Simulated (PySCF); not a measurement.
B(F)2(OEt) (C2H5BF2O), SMILES CCOB(F)F.

Coordinates come from a ωB97X-D3(BJ)/def2-SVP optimisation. Other conformers were not sampled.

These are TDA-PBE/def2-SVPD in PySCF values and carry that method's errors.

Vertical excitations. Gas-phase values at a fixed geometry.

```json
[
 {"state": "S1", "energy (eV)": "7.51", "λ (nm)": "165", "f": "0.011", "main pairs": "HOMO→LUMO 99 %"},
 {"state": "S2", "energy (eV)": "7.70", "λ (nm)": "161", "f": "0.003", "main pairs": "HOMO−1→LUMO 100 %"},
 {"state": "S3", "energy (eV)": "8.29", "λ (nm)": "150", "f": "0.044", "main pairs": "HOMO→LUMO+2 76 %, HOMO→LUMO+1 15 %"},
 {"state": "S4", "energy (eV)": "8.32", "λ (nm)": "149", "f": "0.013", "main pairs": "HOMO−1→LUMO+1 89 %"},
 {"state": "S5", "energy (eV)": "8.51", "λ (nm)": "146", "f": "0.005", "main pairs": "HOMO−1→LUMO+2 98 %"},
 {"state": "S6", "energy (eV)": "8.62", "λ (nm)": "144", "f": "0.039", "main pairs": "HOMO→LUMO+3 46 %, HOMO→LUMO+1 38 %, HOMO→LUMO+2 9 %"},
 {"state": "S7", "energy (eV)": "8.87", "λ (nm)": "140", "f": "0.037", "main pairs": "HOMO→LUMO+3 49 %, HOMO→LUMO+1 25 %, HOMO→LUMO+4 15 %"},
 {"state": "S8", "energy (eV)": "8.96", "λ (nm)": "138", "f": "0.030", "main pairs": "HOMO−1→LUMO+3 98 %"},
 {"state": "S9", "energy (eV)": "9.00", "λ (nm)": "138", "f": "0.004", "main pairs": "HOMO−2→LUMO 98 %"},
 {"state": "S10", "energy (eV)": "9.12", "λ (nm)": "136", "f": "0.058", "main pairs": "HOMO→LUMO+4 78 %"},
 {"state": "T1", "energy (eV)": "7.35", "λ (nm)": "169", "f": "0", "main pairs": "HOMO→LUMO 96 %"},
 {"state": "T2", "energy (eV)": "7.57", "λ (nm)": "164", "f": "0", "main pairs": "HOMO−1→LUMO 72 %, HOMO→LUMO+1 24 %"},
 {"state": "T3", "energy (eV)": "7.61", "λ (nm)": "163", "f": "0", "main pairs": "HOMO→LUMO+1 69 %, HOMO−1→LUMO 26 %"},
 {"state": "T4", "energy (eV)": "8.08", "λ (nm)": "153", "f": "0", "main pairs": "HOMO−1→LUMO+1 97 %"}
]
```
Triplets are in the Tamm–Dancoff approximation.
